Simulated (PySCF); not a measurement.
A PySCF script (with the pyscf-properties extension) for the NMR shieldings of `BN([SiH3])[SiH2]C(C)C`, C₃H₁₄BNSi₂, on a GFN2-xTB geometry:

```python
import basis_set_exchange as bse
import numpy as np
from pyscf import gto, dft
from pyscf.prop import nmr

atoms = """
B     2.076621    1.648013    0.921385
N     1.611000    0.511007    0.241317
Si    2.237692   -1.087643    0.620518
Si    0.343666    0.610638   -0.976284
C    -1.134113   -0.470073   -0.438998
C    -1.673824   -0.045530    0.926284
C    -2.246699   -0.424900   -1.482636
H     1.630739    2.701308    0.668138
H     2.911638    1.536939    1.737088
H     1.372226   -1.710580    1.630001
H     2.218293   -1.866943   -0.619837
H     3.602928   -0.949298    1.118374
H    -0.061492    2.008672   -1.119253
H     0.913125    0.106950   -2.235136
H    -0.797159   -1.509994   -0.355293
H    -2.054834    0.973364    0.885193
H    -2.486485   -0.699946    1.242393
H    -0.889696   -0.083644    1.680013
H    -2.626797    0.588660   -1.589009
H    -3.076463   -1.069413   -1.194806
H    -1.879287   -0.750644   -2.452626
"""
names = dict.fromkeys(["B", "N", "Si", "C", "H"], "pcSseg-1")
basis = {el: gto.basis.parse(bse.get_basis(n, elements=[el], fmt="nwchem")) for el, n in names.items()}
mol = gto.M(atom=atoms, basis=basis, charge=0, verbose=0)
mf = dft.RKS(mol, xc="PBE0")
mf.grids.level = 2
mf.grids.alignment = dft.numint.BLKSIZE   # the property module wants whole blocks of grid points
mf.conv_tol = 1e-9
mf.kernel()

calc = nmr.RKS(mf)   # GIAO
C = mf.mo_coeff
Co = C[:, mf.mo_occ > 0]
resp = mf.gen_response(singlet=True, hermi=2)
def vind(x):   # induced exchange potential for any number of trial vectors
    d = np.einsum("pi,xij,qj->xpq", C, 2 * x.reshape(-1, C.shape[1], Co.shape[1]), Co, optimize=True)
    return np.einsum("xpq,pi,qj->xij", resp(d - d.transpose(0, 2, 1)), C, Co, optimize=True).ravel()
mo1, _ = nmr.rhf.solve_mo1(calc, with_cphf=vind)
sigma = calc.kernel(mo1)
for i, s in enumerate(sigma):   # ppm
    print("%2d %-2s %9.2f" % (i, mol.atom_pure_symbol(i), np.trace(s) / 3))
```

Task: What does it print?

Result: 
```
 0 B      51.08
 1 N     142.18
 2 Si    391.75
 3 Si    350.68
 4 C     170.58
 5 C     167.68
 6 C     169.10
 7 H      26.25
 8 H      26.29
 9 H      26.86
10 H      26.91
11 H      26.85
12 H      27.05
13 H      26.73
14 H      30.49
15 H      30.96
16 H      30.43
17 H      30.27
18 H      30.99
19 H      30.41
20 H      30.53
```

These numbers come from an equivalent density-fitted implementation of the same equations, which agrees with the script to about 0.01 ppm for H and up to a few tenths of a ppm for heavy atoms, so last digits may differ.

Size and cost of the density-fitted run: 203 basis functions, 2.3 min wall time on 1 thread of an Intel Xeon, shared host; peak memory 0.88 GiB.
